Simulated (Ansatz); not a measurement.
(F3Ge)2NMe (CH3F6Ge2N). Total charge 0; singlet. Geometry PBE-D4/def2-SVP; atoms count from 1.

```xyz
13

Ge    0.0654    1.5277   -0.8199
F    -1.5009    2.2390   -0.9999
F     0.7437    1.3746   -2.4081
F     1.0112    2.6506    0.0917
N     0.0656   -0.1322   -0.0739
C     0.3316   -1.3302   -0.9000
Ge   -0.3691   -0.3183    1.6775
F    -1.6018   -1.5097    1.9150
F     0.9442   -0.8209    2.6853
F    -0.9199    1.2366    2.2037
H     0.6566   -1.0156   -1.9097
H    -0.5746   -1.9631   -1.0038
H     1.1480   -1.9386   -0.4578
```

Estimate the Mulliken populations from the PBE0/def2-TZVP orbitals of Ansatz.


| atom | charge (e) |
| --- | --- |
| Ge1 | 1.12 |
| F2 | -0.33 |
| F3 | -0.34 |
| F4 | -0.33 |
| N5 | -0.41 |
| C6 | -0.33 |
| Ge7 | 1.12 |
| F8 | -0.34 |
| F9 | -0.33 |
| F10 | -0.33 |
| H11 | 0.17 |
| H12 | 0.16 |
| H13 | 0.16 |
Mulliken values depend strongly on the basis.

And the Mayer bond orders between heavy atoms (over 0.3)?

Ge1–F2 1.03 (1.73 Å); Ge1–F3 1.01 (1.73 Å); Ge1–F4 1.03 (1.73 Å); Ge1–N5 1.04 (1.82 Å); N5–C6 0.93 (1.48 Å); N5–Ge7 1.05 (1.81 Å); Ge7–F8 1.02 (1.73 Å); Ge7–F9 1.03 (1.73 Å); Ge7–F10 1.00 (1.73 Å).
